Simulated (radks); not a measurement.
Results of a calculation; reference values are marked as such.
Valence configurations of the sulfur ion S+ (all share [Ne]). Code: a radial shooting solver on a logarithmic mesh with Libxc functionals. Model: non-relativistic Kohn-Sham, PBE, spin-unpolarised, spherical densities, point nucleus. Energies are relative to 3s2 3p3; eigenvalues in eV.

valence      E (eV)    e(3p)    e(3s)
3s2 3p3       0.000  -16.808  -27.507
3p5          21.563  -17.904        -
3s1.5 3p3.5   5.360  -17.094  -27.835
3s1 3p4      10.741  -17.371  -28.154
3s0.5 3p4.5  16.143  -17.641  -28.463

NIST lists [Ne] 3s2 3p3 as the ground configuration; this level of theory agrees among the configurations tried. The energies are those of spherical spin-averaged densities, not of single terms.
